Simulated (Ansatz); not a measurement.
Input for Ansatz (a program for electronic structure): U-B2PLYP/def2-TZVPP on O (SMILES [O]).

Ansatz 0.2 input:
```yaml
crystal:
  periodic: [false, false, false]
  atoms:
    - {symbol: O, position_ang: [0.00000000, 0.00000000, 0.00000000]}
basis:
  gaussian:
    orbitals: def2-TZVPP
hamiltonian:
  xc: {name: B2PLYP}
magnetization: {spin_polarized: true, initial_magnetization: 2}
correlation: {electrons: outside_noble_gas}
```

Program output:

```
WARN ansatz: RAYON_NUM_THREADS=4 ignored (pool sized by the plan → 4); use --threads N
Functional definition: B2PLYP
integrals: 0.00 GiB planned
200 factors; integrals over basis functions are off by at most 1.2e-4 eV
mean field: 0.07 GiB planned
mean field evaluation 1: about -2040.9234 eV, gradient 6.6e0 eV
mean field evaluation 2: about -2040.9241 eV, gradient 6.6e0 eV
mean field evaluation 4: about -2041.0497 eV, gradient 4.7e-1 eV
mean field evaluation 8: about -2041.0508 eV, gradient 1.8e-3 eV
mean field evaluation 16: about -2041.0508 eV, gradient 1.2e-6 eV
mean field -2041.05079558 eV, -75.0072332636 hartree, gradient 1.2e-6 eV, S^2 2.004916; 0 other end points of the search recorded, 0 dependent functions left out
1 core orbitals not correlated
reference -2041.05086359 eV, -75.0072357631 hartree; 4, 2 occupied and 26, 28 virtual orbitals, 200 factors
second order -4.50190228 eV of doubles, -0.00000000 eV of singles
Total energy: -2042.26637721 eV, -75.0519050645 hartree
```

Self-consistency was reached.

Cost: about 0.6 core-seconds (a rough figure).
